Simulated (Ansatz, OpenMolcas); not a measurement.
# OpenMolcas → Ansatz

OpenMolcas 26.06 runs this on AlCl2F (SMILES [F][Al]([Cl])[Cl]):

coord.xyz:
```
4

F      0.087420     0.388220     1.682350
Al     0.004800     0.021530     0.093600
Cl     1.223040    -1.463690    -0.663450
Cl    -1.315270     1.053930    -1.112510
```

mol.input:
```
&GATEWAY
 BASLIB = $CurrDir
 COORD = coord.xyz
 BASIS = def2-SVPD
 GROUP = NoSym

&SEWARD
 GRIDINPUT
 Grid=UltraFine
 End of Grid

&SCF
 KSDFT = revPBE
 THRESHOLDS = 1e-10 1e-07 1e-07 1e-05
 PRORBITALS = 1 2

&ALASKA
```

```bash
$ export MOLCAS_MEM=1860
$ pymolcas mol.input > mol.log
```

(Basis files named in the input come from the Basis Set Exchange and aren't shown.)

The coordinates come from a PBE0-D4/def2-TZVP relaxation.

The shape isn't stationary at this level (largest force 1.7 eV/Å).

It gives a total energy of -1262.202286 Eh.

Problem. Translate the job to Ansatz 0.2.0 as an input file of the program's own, asking for the energy.

Solution. One way, which was run:

in.yaml:
```yaml
crystal:
  periodic: [false, false, false]
  atoms:
    - {symbol: F, position_ang: [0.087420, 0.388220, 1.682350]}
    - {symbol: Al, position_ang: [0.004800, 0.021530, 0.093600]}
    - {symbol: Cl, position_ang: [1.223040, -1.463690, -0.663450]}
    - {symbol: Cl, position_ang: [-1.315270, 1.053930, -1.112510]}
basis:
  gaussian:
    orbitals: def2-SVPD
hamiltonian:
  xc: {name: revPBE}
accuracy: high
output: {orbitals: {seedname: orbitals}}
```

```bash
$ ansatz run in.yaml --threads 1 --pin off --max-ram 3480MiB --events-out events.jsonl --progress --plain --runs-dir runs
```

Its energy is -1262.202284 Eh, 0.002 mEh from the first.
